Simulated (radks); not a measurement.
The numbers below are computed, except where a source is named.
Coulomb parameter of the 5d shell of neutral platinum in the model configuration [Xe] 4f14 5d8.5 6s1.5, as a second difference U = [E(n + 0.25) + E(n - 0.25) - 2 E(n)] / (0.25)^2 with all orbitals relaxed. "Bare": the charge of the atom changes with n. "Screened": the 6s shell takes up the change at fixed total charge, which measures U(5d,5d) + U(6s,6s) - 2 U(5d,6s). Code: a radial shooting solver on a logarithmic mesh with Libxc functionals. Model: scalar-relativistic Kohn-Sham, PBEsol, spin-unpolarised, spherical densities, finite nucleus; Fermi nuclear charge, rms radius 5.427 fm.

case                      configuration  E - E(n) (eV)
start             [Xe] 4f14 5d8.5 6s1.5          0.000
bare +0.25       [Xe] 4f14 5d8.75 6s1.5         -1.479
bare -0.25       [Xe] 4f14 5d8.25 6s1.5          2.082
screened +0.25  [Xe] 4f14 5d8.75 6s1.25         -0.215
screened -0.25  [Xe] 4f14 5d8.25 6s1.75          0.281

U(bare) = 9.658 eV, U(screened by 6s) = 1.055 eV, against the Slater integral F0(5d,5d) = 14.909 eV with frozen orbitals. The step up makes a negative ion, whose loosely bound charge lowers the bare value.
